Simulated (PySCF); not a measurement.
PySCF input (M06-2X/6-31G* with LANL2DZ past Ar (5d)):

```python
from pyscf import gto, dft

mol = gto.M(
    atom='''
    Cl   -0.00000000   -0.00000000   -1.45740920
    Br    0.00000000    0.00000000    0.70788447
    ''',
    basis={'default': '6-31g*', 'Br': 'lanl2dz'},
    ecp={'Br': 'lanl2dz'},
    charge=-1,
    spin=1,
    symmetry='C2v',
    verbose=4,
)

mf = dft.UKS(mol, xc='m062x')
mf.grids.level = 4
mf.conv_tol = 1e-9
mf.max_cycle = 100
mf.max_memory = 1500
mf.kernel()
if not mf.converged:
    mf = mf.newton()
    mf.kernel(mf.make_rdm1())
mf.dip_moment()
```

From the last part of the output:

```
alpha HOMO (A1) = 0.0177702127481609  LUMO (A1) = 0.648420251029549
beta  HOMO (B2) = -0.0732867343535848  LUMO (A1) = 0.19407224656748
  HOMO = 0.0177702127482  LUMO = 0.194072246567  gap/eV = 4.79742
cycle= 5 E= -473.274933576058  delta_E= -8.41e-05  |g|= 0.00197  |ddm|= 0.028
alpha HOMO (A1) = 0.0178081598292117  LUMO (A1) = 0.647988947925704
beta  HOMO (B1) = -0.0730635368293653  LUMO (A1) = 0.194317631135352
  HOMO = 0.0178081598292  LUMO = 0.194317631135  gap/eV = 4.80307
cycle= 6 E= -473.274936989277  delta_E= -3.41e-06  |g|= 0.000569  |ddm|= 0.00355
alpha HOMO (A1) = 0.0178018248884477  LUMO (A1) = 0.647922717489401
beta  HOMO (B2) = -0.0729242642845316  LUMO (A1) = 0.194381145729139
  HOMO = 0.0178018248884  LUMO = 0.194381145729  gap/eV = 4.80497
cycle= 7 E= -473.274937446463  delta_E= -4.57e-07  |g|= 8.22e-05  |ddm|= 0.00282
alpha HOMO (A1) = 0.0177961670223112  LUMO (A1) = 0.647904778849977
beta  HOMO (B1) = -0.0729186117802851  LUMO (A1) = 0.194393874917029
  HOMO = 0.0177961670223  LUMO = 0.194393874917  gap/eV = 4.80547
cycle= 8 E= -473.274937456078  delta_E= -9.61e-09  |g|= 9.25e-06  |ddm|= 0.000364
alpha HOMO (A1) = 0.017796279060839  LUMO (A1) = 0.647899232545981
beta  HOMO (B2) = -0.0729180120580406  LUMO (A1) = 0.194391301720948
  HOMO = 0.0177962790608  LUMO = 0.194391301721  gap/eV = 4.80540
cycle= 9 E= -473.274937456203  delta_E= -1.25e-10  |g|= 1.49e-06  |ddm|= 3.33e-05
alpha HOMO (A1) = 0.0177964406760296  LUMO (A1) = 0.647898930529287
beta  HOMO (B1) = -0.0729179507416473  LUMO (A1) = 0.194391487942056
  HOMO = 0.017796440676  LUMO = 0.194391487942  gap/eV = 4.80540
Extra cycle  E= -473.274937456205  delta_E= -2.73e-12  |g|= 4.76e-07  |ddm|= 3.61e-06
converged SCF energy = -473.274937456205  <S^2> = 0.75115864  2S+1 = 2.0011583

WARN: System has nonzero charge -1; the dipole moment is origin-dependent.
Location of origin: [0. 0. 0.]

Dipole moment(X, Y, Z, Debye):  0.00000,  0.00000,  1.58536
```

The dipole moment of an ion depends on the origin.
